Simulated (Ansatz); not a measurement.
The first iterations of a band of F2H5W (8 atoms, charge 0, multiplicity 2).

Method: Ansatz 0.2.0, UKS B3LYP-D4/def2-SVP.

```yaml
movable_images: 8
climbing_image: no
spring: 5.0 eV/Å²
optimiser: quadratic models (default)
start_path: through a guess of the saddle point
force_threshold: 0.05 eV/Å
iteration_limit: 59
end_points: relaxed
```

Image 0:

```xyz
8
Properties=species:S:1:pos:R:3
W 0.536 0.069 0.557
H -1.453 -0.526 0.738
F 2.381 0.244 0.339
H 0.019 1.422 -0.311
H -1.537 0.255 0.658
H 0.333 -1.506 -0.019
H -0.275 -0.166 -0.920
F 0.126 0.209 2.398
```

Image 9:

```xyz
8
Properties=species:S:1:pos:R:3
W 0.329 0.175 0.011
H -0.975 -0.604 2.358
F 1.889 0.513 0.957
H -0.172 1.409 -1.029
H -1.230 0.647 0.544
H -0.271 -1.412 -0.172
H 0.604 -0.183 -1.619
F -0.043 -0.546 2.390
```

| iteration | highest image above the first end (eV) | largest band force component (eV/Å) |
| --- | --- | --- |
| 1 | 7.170 | 19.078 |
| 2 | 4.760 | 4.382 |
| 3 | 3.583 | 8.204 |
| 4 | 2.703 | 3.338 |
| 5 | 1.895 | 2.787 |
| 6 | 1.712 | 1.601 |
| 7 | 1.757 | 1.744 |
| 8 | 1.655 | 1.219 |
| 9 | 1.685 | 1.552 |
| 10 | 1.627 | 1.334 |
| 11 | 1.596 | 1.075 |

Q: Does the band converge within its limit, and where does its top end?

A: The run converged. It ended after 35 iterations with the highest image 1.182 eV above the first end. The profile has 2 maxima (images 1, 4) with wells between them (image 2): this band takes more than one step, which may be the mechanism or a detour left from its start path. No image climbed, so the highest image needn't sit at the top of the path.

Run time: 17 min on 2 threads of Arm Neoverse V1, with other jobs on the host, peak memory 0.23 GiB.
